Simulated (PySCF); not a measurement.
H4BFO2Si, SMILES OB(O)[SiH2]F, PBE0/def2-SVP optimised geometry. Atoms within 1.6 Å of the plane z = 1.0 Å (x, y, z in Å): O1 (1.23, -1.54, 0.00), B2 (0.50, -0.40, 0.00), O3 (1.11, 0.81, 0.00), Si4 (-1.53, -0.40, 0.00), F5 (-1.85, 1.22, 0.00), H6 (2.18, -1.35, 0.00), H7 (0.47, 1.54, 0.00), H9 (-2.18, -0.99, 1.21).

Computed with PBE0/def2-TZVP (PySCF 2.14.0).

Map of the electron localisation function on the plane z = 1.0 Å:

```
|0000000000000000000000000|
|0000000000000000000000000|
|0000000000000000000000000|
|0000000000000000000000000|
|0000000000000000000000000|
|0000000000000000000000000|
|0000001110000000000000000|
|0000023432000211111000000|
|0000134553000233442000000|
|0000024542000246664100000|
|0000002321000257763100000|
|0000000110111256531000000|
|0000245532464232100000000|
|0016999974576211000000000|
|0038999995575233210000000|
|0039999995331156432210000|
|0028999994100267632210000|
|0005999971000267631000000|
|0001588730000256520000000|
|0000012100000134310000000|
|0000000000000011100000000|
|0000000000000000000000000|
|0000000000000000000000000|
|0000000000000000000000000|
|0000000000000000000000000|
```
Scale: ten equal steps from 0.000 (start of '0') to 1.000 (end of '9'), in the order '0123456789'; x runs from -4.50 to 4.50, y from -4.50 (bottom) to 4.50 (top).
